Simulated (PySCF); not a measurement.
# Which determinant of SiSb lies lowest?

Unrestricted PBE0; PySCF, scalar-relativistic core potentials, basis sets Si def2-SVPD, Sb def2-SVPD with ECP28. Outer shells of the fragments: Si 3s2 3p2; Sb 4d10 5s2 5p3.

Followed along the bond (rough minima from three points):

```
2Ms+1   unpaired  ⟨S²⟩ at the start  R at minimum (Å)  Te (eV)
    2        π ↑               0.78              2.39     0.00
    2        σ ↑               0.76              2.28     0.24
    4  σ ↑, π ↑↑               3.76              2.50     1.58
    4      π ↑↑↑               3.76  none in the scan   ≤ 1.16
    2      π ↑↑↓               1.76  none in the scan   ≤ 1.50
```

Solutions found at the starting distance of 2.480 Å, counted from the lowest of them; the search is not exhaustive and high or unbound solutions are not listed, so other states can lie among these:

```json
{"2Ms+1": "2", "unpaired": "π ↑", "term": "²Π", "E (eV)": "0.00", "⟨S²⟩": "0.78", "⟨Lz²⟩": "1.00", "μ (D)": "-0.07"}
{"2Ms+1": "2", "unpaired": "σ ↑", "term": "²Σ⁺", "E (eV)": "0.50", "⟨S²⟩": "0.76", "⟨Lz²⟩": "0.00", "μ (D)": "-0.36"}
{"2Ms+1": "4", "unpaired": "π ↑↑↑", "term": "⁴Π", "E (eV)": "1.26", "⟨S²⟩": "3.76", "⟨Lz²⟩": "1.01", "μ (D)": "0.83"}
{"2Ms+1": "4", "unpaired": "σ ↑, π ↑↑", "term": "mixed", "E (eV)": "1.53", "⟨S²⟩": "3.76", "⟨Lz²⟩": "2.01", "μ (D)": "0.15"}
{"2Ms+1": "2", "unpaired": "π ↑↑↓", "term": "mixed", "E (eV)": "1.61", "⟨S²⟩": "1.76", "⟨Lz²⟩": "3.02", "μ (D)": "0.82"}
{"2Ms+1": "2", "unpaired": "σ ↓, π ↑↑", "term": "mixed", "E (eV)": "1.95", "⟨S²⟩": "1.77", "⟨Lz²⟩": "2.01", "μ (D)": "0.23"}
{"2Ms+1": "4", "unpaired": "σ ↑, π ↑↑", "term": "mixed", "E (eV)": "2.02", "⟨S²⟩": "3.76", "⟨Lz²⟩": "2.01", "μ (D)": "-0.13"}
{"2Ms+1": "2", "unpaired": "σ ↓, π ↑↑", "term": "mixed", "E (eV)": "2.44", "⟨S²⟩": "1.77", "⟨Lz²⟩": "2.01", "μ (D)": "-0.05"}
{"2Ms+1": "6", "unpaired": "σ ↑, π ↑↑↑↑", "term": "⁶Σ⁺", "E (eV)": "2.51", "⟨S²⟩": "8.75", "⟨Lz²⟩": "0.00", "μ (D)": "1.48"}
{"2Ms+1": "2", "unpaired": "π ↑", "term": "mixed", "E (eV)": "2.77", "⟨S²⟩": "0.76", "⟨Lz²⟩": "3.01", "μ (D)": "0.76"}
{"2Ms+1": "4", "unpaired": "σ ↓, π ↑↑↑↑", "term": "mixed", "E (eV)": "3.40", "⟨S²⟩": "4.78", "⟨Lz²⟩": "0.00", "μ (D)": "1.86"}
{"2Ms+1": "4", "unpaired": "σ ↑, π ↑↑", "term": "⁴Σ⁻", "E (eV)": "4.43", "⟨S²⟩": "3.75", "⟨Lz²⟩": "0.00", "μ (D)": "-0.02"}
{"2Ms+1": "4", "unpaired": "σ ↑↑, π ↑", "term": "⁴Π", "E (eV)": "4.52", "⟨S²⟩": "3.76", "⟨Lz²⟩": "1.01", "μ (D)": "-0.48"}
{"2Ms+1": "4", "unpaired": "π ↑↑↑", "term": "⁴Π", "E (eV)": "4.68", "⟨S²⟩": "3.79", "⟨Lz²⟩": "1.01", "μ (D)": "0.12"}
```

A term symbol is given only where ⟨S²⟩ and ⟨Lz²⟩ are close to those of a pure state; real π, δ and φ orbitals otherwise mix terms. A positive dipole means Si(−)Sb(+).

Q: Compare the gap between the two lowest followed solutions at the starting distance with the gap between their minima.

A: At PBE0 the second solution (doublet, unpaired electrons σ ↑) lies +0.50 eV from the first (doublet, unpaired electrons π ↑) at 2.480 Å and +0.24 eV at the minima; the two curves relax by different amounts, since their minima lie near 2.28 and 2.39 Å.

Spin–orbit coupling is left out. Counting both spins, an empty level lies below a filled one in some of these solutions, because spin and occupation are held.
